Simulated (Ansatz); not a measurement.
Geometry optimisation, RKS B3LYP-D4/def2-SVP (Ansatz 0.2.0).

input.yaml

```yaml
crystal:
  periodic: [false, false, false]
  atoms:
    - { symbol: C, position_ang: [-1.62733, -0.18682, -0.26489] }
    - { symbol: C, position_ang: [-0.62034, -0.29441, 0.40942] }
    - { symbol: B, position_ang: [0.69593, -0.34878, 1.10092] }
    - { symbol: Mg, position_ang: [1.66894, 0.53095, -0.54737] }
    - { symbol: H, position_ang: [-2.54911, -0.1333, -0.77641] }
    - { symbol: H, position_ang: [0.71703, -0.79734, 2.18632] }
    - { symbol: H, position_ang: [1.83856, -0.25591, 1.33476] }
basis:
  gaussian: { orbitals: def2-SVP }
hamiltonian:
  xc: b3lyp
  dispersion: d4
relax:
  f_tol: 0.02
  max_steps: 50
output:
  orbitals: {}
```

Run as:

```bash
$ ansatz run input.yaml --threads 1 --pin off --max-ram 2048MiB --backend cpu --events-out ev --progress --plain --runs-dir out
```

Question: Where does it end, and by what steps?

Answer: The run converged. After 10 steps the energy has fallen by 2.900 eV; H7 moved furthest, 1.22 Å. Parted: C2–Mg4, Mg4–H7.

```json
{"step": "0", "energy less start (eV)": "0.0000", "largest force component (eV/Å)": "3.103", "accepted": "yes"}
{"step": "1", "energy less start (eV)": "-1.1225", "largest force component (eV/Å)": "2.655", "accepted": "yes"}
{"step": "2", "energy less start (eV)": "-1.9706", "largest force component (eV/Å)": "1.243", "accepted": "yes"}
{"step": "3", "energy less start (eV)": "-2.3994", "largest force component (eV/Å)": "0.611", "accepted": "yes"}
{"step": "4", "energy less start (eV)": "-2.6102", "largest force component (eV/Å)": "0.445", "accepted": "yes"}
{"step": "5", "energy less start (eV)": "-2.7139", "largest force component (eV/Å)": "0.459", "accepted": "yes"}
{"step": "6", "energy less start (eV)": "-2.8021", "largest force component (eV/Å)": "0.455", "accepted": "yes"}
{"step": "7", "energy less start (eV)": "-2.8703", "largest force component (eV/Å)": "0.151", "accepted": "yes"}
{"step": "8", "energy less start (eV)": "-2.8923", "largest force component (eV/Å)": "0.162", "accepted": "yes"}
{"step": "9", "energy less start (eV)": "-2.8969", "largest force component (eV/Å)": "0.470", "accepted": "yes"}
{"step": "10", "energy less start (eV)": "-2.8996", "largest force component (eV/Å)": "0.015", "accepted": "yes"}
```

```xyz
7
Properties=species:S:1:pos:R:3
C -1.703 -0.389 -0.216
C -0.632 -0.416 0.375
B 0.670 -0.500 1.149
Mg 2.118 1.373 -0.147
H -2.643 -0.363 -0.735
H 0.810 0.132 2.170
H 1.503 -1.323 0.847
```

Whether the end is a true minimum wasn't checked by a vibrational analysis.

The run took 22 s on 1 thread of Intel(R) Xeon(R) 6975P-C (Granite Rapids) (shared host), peak memory 0.16 GiB.
